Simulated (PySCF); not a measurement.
C3H2BrF, SMILES BrC=C=CF. Atoms are numbered in the order given.

```xyz
7

F     -3.1660     0.3731    -0.9460
C     -2.4152    -0.4396    -0.1923
C     -1.1239    -0.5915    -0.3626
C      0.1608    -0.7696    -0.4881
Br     1.4611     0.2840     0.4380
H     -2.9958    -0.9663     0.5731
H      0.6193    -1.5275    -1.1294
```

Geometry optimised at B3LYP-D3(BJ)/def2-SVP.

These are B3LYP-D3(BJ)/def2-SVP in PySCF values and carry that method's errors.

Frequencies are harmonic and unscaled.

Computed vibrational spectrum:
```json
[
 {"mode": "1", "ν (cm⁻¹)": "102", "IR (km/mol)": "0.0", "Raman (Å⁴/amu)": "3.3", "depolarisation": "0.65", "moving atoms (share of kinetic energy)": "F 43 %, C 34 %, Br 22 %"},
 {"mode": "2", "ν (cm⁻¹)": "188", "IR (km/mol)": "3.3", "Raman (Å⁴/amu)": "5.9", "depolarisation": "0.73", "moving atoms (share of kinetic energy)": "C 62 %, H 21 %, F 15 %"},
 {"mode": "3", "ν (cm⁻¹)": "303", "IR (km/mol)": "2.0", "Raman (Å⁴/amu)": "8.2", "depolarisation": "0.53", "moving atoms (share of kinetic energy)": "C 59 %, F 21 %, H 11 %, Br 9 %"},
 {"mode": "4", "ν (cm⁻¹)": "418", "IR (km/mol)": "7.8", "Raman (Å⁴/amu)": "7.7", "depolarisation": "0.22", "moving atoms (share of kinetic energy)": "C 74 %, Br 14 %, H 10 %"},
 {"mode": "5", "ν (cm⁻¹)": "623", "IR (km/mol)": "18.2", "Raman (Å⁴/amu)": "1.7", "depolarisation": "0.27", "moving atoms (share of kinetic energy)": "C 68 %, F 25 %"},
 {"mode": "6", "ν (cm⁻¹)": "669", "IR (km/mol)": "80.0", "Raman (Å⁴/amu)": "9.7", "depolarisation": "0.22", "moving atoms (share of kinetic energy)": "C 82 %, H 9 %"},
 {"mode": "7", "ν (cm⁻¹)": "784", "IR (km/mol)": "15.8", "Raman (Å⁴/amu)": "2.1", "depolarisation": "0.74", "moving atoms (share of kinetic energy)": "H 61 %, C 37 %"},
 {"mode": "8", "ν (cm⁻¹)": "872", "IR (km/mol)": "17.2", "Raman (Å⁴/amu)": "6.1", "depolarisation": "0.75", "moving atoms (share of kinetic energy)": "H 77 %, C 23 %"},
 {"mode": "9", "ν (cm⁻¹)": "1046", "IR (km/mol)": "107.6", "Raman (Å⁴/amu)": "18.6", "depolarisation": "0.24", "moving atoms (share of kinetic energy)": "C 65 %, F 19 %, H 16 %"},
 {"mode": "10", "ν (cm⁻¹)": "1175", "IR (km/mol)": "124.4", "Raman (Å⁴/amu)": "19.5", "depolarisation": "0.56", "moving atoms (share of kinetic energy)": "H 72 %, C 18 %, F 10 %"},
 {"mode": "11", "ν (cm⁻¹)": "1258", "IR (km/mol)": "21.3", "Raman (Å⁴/amu)": "4.1", "depolarisation": "0.65", "moving atoms (share of kinetic energy)": "H 73 %, C 19 %, F 8 %"},
 {"mode": "12", "ν (cm⁻¹)": "1430", "IR (km/mol)": "65.2", "Raman (Å⁴/amu)": "8.0", "depolarisation": "0.74", "moving atoms (share of kinetic energy)": "C 67 %, H 29 %"},
 {"mode": "13", "ν (cm⁻¹)": "2074", "IR (km/mol)": "194.1", "Raman (Å⁴/amu)": "15.3", "depolarisation": "0.35", "moving atoms (share of kinetic energy)": "C 98 %"},
 {"mode": "14", "ν (cm⁻¹)": "3177", "IR (km/mol)": "3.4", "Raman (Å⁴/amu)": "163.2", "depolarisation": "0.28", "moving atoms (share of kinetic energy)": "H 92 %, C 8 %"},
 {"mode": "15", "ν (cm⁻¹)": "3190", "IR (km/mol)": "1.6", "Raman (Å⁴/amu)": "130.8", "depolarisation": "0.27", "moving atoms (share of kinetic energy)": "H 91 %, C 9 %"}
]
```
